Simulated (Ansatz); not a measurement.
Cost and result for the atomization energy of CH₄AlFOSi, SMILES `[F][Al]1[O]C[SiH2]1` (9 atoms, 9 bonds).

```xyz
9

F    -0.7436    2.5202    1.9988
Al   -0.3753    1.2680    1.0029
O    -0.9249    1.0552   -0.6104
C    -0.3176   -0.1850   -1.0239
Si    0.7125   -0.7965    0.4940
H    -1.0978   -0.9001   -1.3033
H     0.3125   -0.0099   -1.9017
H     2.1806   -0.8673    0.2632
H     0.2537   -2.0845    1.0807
```

Total charge 0; spin multiplicity 1. All single points use the PBE0-D4/def2-TZVP geometry. Program: Ansatz. All runs use 4 threads of an Intel Xeon 6975P-C on a shared host. Times are those of one run each, without the atoms' runs, and a repeat can differ threefold. Electronic energies, without spin–orbit coupling; frozen cores. CCSD(T)/CBS adds CCSD(T) − MP2 in def2-TZVPP to the MP2 limit, and its time is that of the two runs behind it. T1 = 0.015. B3LYP takes the VWN-RPA correlation (the form of Gaussian; ORCA's B3LYP/G).

CCSD(T)/CBS is a level of theory with its own doubt, some kJ/mol a heavy atom from the limit and from the frozen cores, so smaller differences don't rank the functionals.

| level | functions | wall time | atomization (kJ/mol) | difference from CCSD(T)/CBS | per bond |
| --- | --- | --- | --- | --- | --- |
| LDA (SPW92)/def2-TZVPP | 233 | 0.65 s | 3778.5 | 468.9 | 52.1 |
| BLYP-D4/def2-TZVPP | 233 | 0.9 s | 3281.0 | -28.6 | -3.2 |
| revPBE-D4/def2-TZVPP | 233 | 0.95 s | 3259.2 | -50.4 | -5.6 |
| PBE-D4/def2-TZVPP (with forces) | 233 | 1.1 s | 3349.0 | 39.4 | 4.4 |
| CAM-B3LYP-D4/def2-TZVPP | 233 | 1.5 s | 3302.8 | -6.8 | -0.8 |
| CCSD(T)/def2-SVP | 98 | 1.6 s | 3083.0 | -226.6 | -25.2 |
| B3LYP-D4/def2-TZVPP (with forces) | 233 | 1.9 s | 3276.7 | -32.9 | -3.7 |
| r2SCAN-D4/def2-TZVPP (with forces) | 233 | 2 s | 3315.4 | 5.8 | 0.6 |
| B97M-V/def2-TZVPP | 233 | 3.4 s | 3311.6 | 2.0 | 0.2 |
| ωB97M-V/def2-TZVPP (with forces) | 233 | 4.3 s | 3303.3 | -6.3 | -0.7 |
| MP2/def2-QZVPP | 431 | 9 s | 3354.1 | 44.5 | 4.9 |
| CCSD(T)/def2-TZVPP | 233 | 22 s | 3212.2 | -97.4 | -10.8 |
| CCSD(T)/CBS(def2) | – | 31 s | 3309.6 | 0.0 | 0.0 |

In def2-TZVPP, CCSD(T) changes the Hartree–Fock value by +834.8 kJ/mol (the triples alone add +55.4 kJ/mol) and MP2 by +917.9 kJ/mol; breaking electron pairs costs correlation energy, which Hartree–Fock lacks. Leaving LDA and LC-ωPBE aside and taking each functional with its dispersion term where it has one, the values, not all of them listed here, spread over 176.7 kJ/mol, from BHLYP-D4 to PBE-D4. LDA lies +448.1 kJ/mol from PBE without D4, its usual overbinding. From PBE to PBE0 (25 % exact exchange), in def2-TZVPP and without D4, the atomization energy moves by −68.7 kJ/mol: exact exchange takes away binding that semilocal exchange gives to molecules.
